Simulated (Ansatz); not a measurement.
`C=C=C(F)BC`, relaxed with RKS PBE-D4/def2-SVP in the Gaussian-basis code of Ansatz from a rough embedded geometry. The force threshold is 0.03 eV/Å; the program also tests the step.

Charge 0, multiplicity 1.

Start:

```xyz
12

C     1.517   -2.441   -0.337
C     0.992   -1.218   -0.427
C     0.507   -0.008   -0.502
F     1.102    0.952   -1.247
B    -0.679    0.408    0.425
C    -1.290    1.887    0.387
H     2.312   -2.691   -0.983
H     1.031   -3.124    0.311
H    -1.212   -0.407    1.194
H    -2.139    1.951    1.113
H    -1.648    2.085   -0.634
H    -0.492    2.604    0.699
```

(1) How much energy does the relaxation release, and in how many steps? (An estimate is asked.)

(2) Which bonds change most? (An estimate is asked.)

(3) Give the relaxed structure. (Estimate.)

Answers

(1) The calculation gave: 248.43 kJ/mol, in 15 steps, 1 of them rejected.

(2) The calculation gave: C1–H7 from 1.055 to 1.105 Å; C1–H8 from 1.059 to 1.105 Å; B5–C6 from 1.601 to 1.565 Å; C2–C3 from 1.306 to 1.337 Å.

(3) Computed: 
```xyz
12

C     1.484   -2.435   -0.356
C     1.112   -1.178   -0.288
C     0.663    0.078   -0.202
F     1.491    1.105   -0.560
B    -0.769    0.402    0.292
C    -1.316    1.867    0.341
H     1.327   -3.031   -1.273
H     1.967   -2.942    0.498
H    -1.462   -0.549    0.604
H    -1.951    2.059    1.231
H    -2.004    1.971   -0.531
H    -0.542    2.652    0.244
```
